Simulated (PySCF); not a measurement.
Ga+ (gallium, charge +1): UHF calculation

Configuration: [Ar] 3d10 4s2, closed-shell 1S. Computed with PySCF 2.14 in ANO-RCC-VTZP (6s5p3d1f, 43 functions), with the spin-free X2C one-electron Hamiltonian (Gaussian nucleus).

| Quantity | Value |
| --- | --- |
| Total energy | -1941.973353 hartree |
| One-electron energy | -2699.7342 hartree |
| Hartree (Coulomb) energy | 832.1038 hartree |
| Exchange energy | -74.3429 hartree |
| ⟨S²⟩ | 0.0000 |
| ⟨L²⟩ | 0.000 |
| Sum of ⟨r⟩ | 19.58 bohr |
| Sum of ⟨r²⟩ | 24.91 bohr² |
| Langevin diamagnetic susceptibility | -19.7 ×10⁻⁶ cm³/mol |
| Time after the integrals | 0.09 s of wall time on 1 thread of Neoverse-V2 (shared host) |

| shell | electrons | mean orbital energy (eV) | rms radius, mean of both spins (bohr) |
| --- | --- | --- | --- |
| 1s | 2 | -10449.0 | 0.0560 |
| 2s | 2 | -1349.3 | 0.235 |
| 2p | 6 | -1171.3 | 0.211 |
| 3s | 2 | -187.27 | 0.698 |
| 3p | 6 | -131.30 | 0.738 |
| 3d | 10 | -39.937 | 0.895 |
| 4s | 2 | -19.036 | 2.48 |

Densities and radii are taken from the X2C orbitals without a picture-change correction, which distorts them close to the nucleus.
